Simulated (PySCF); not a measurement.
Question: What does the PBE0-D3(BJ)/def2-SVP structure of InChI=1S/C5H6F2/c6-2-1-4-3-5(4)7/h1-3H2 look like in three dimensions?

Answer: 
Z-matrix in Å and degrees, rows numbered from 1:
```
F 
C   1  1.3696
C   2  1.5180  1  109.52
C   3  1.4719  2  112.22  1   176.97
C   4  1.2901  3  156.13  2   122.18
F   5  1.3070  4  148.59  3     1.50
C   5  1.4662  4   68.03  3   179.39
H   2  1.1034  1  108.93  3  -121.22
H   2  1.1035  1  108.88  3   120.96
H   3  1.1039  2  108.07  1    55.92
H   3  1.1009  2  109.45  1   -60.54
H   7  1.1037  4  119.15  5   106.93
H   7  1.1034  4  119.60  5  -106.69
```

The 3-membered ring C4–C5–C7 has internal angles of 50.6° to 68.0°. The 2 C–F bonds span 1.307 Å (C5–F6, drawn single) to 1.370 Å (F1–C2, drawn single), a spread of 0.063 Å. The 5 C–C bonds span 1.290 Å (C4=C5, drawn double) to 1.549 Å (C4–C7, drawn single), a spread of 0.259 Å.

Level of theory: PBE0-D3(BJ)/def2-SVP geometry optimisation, gas phase (PySCF).

Point group: C1 (no symmetry element, even within 0.4 Å). PBE0-D3(BJ)/def2-SVP frequencies: not computed here. The numbers are those of one conformer (F1–C2–C3–C4 177°, C2–C3–C4–C5 122°).

Time: 68 s; peak memory 0.48 GiB. Hardware: one thread of an Arm Neoverse V1, shared host with 32 logical CPUs at a one-minute load of 25. This is the geometry optimisation.
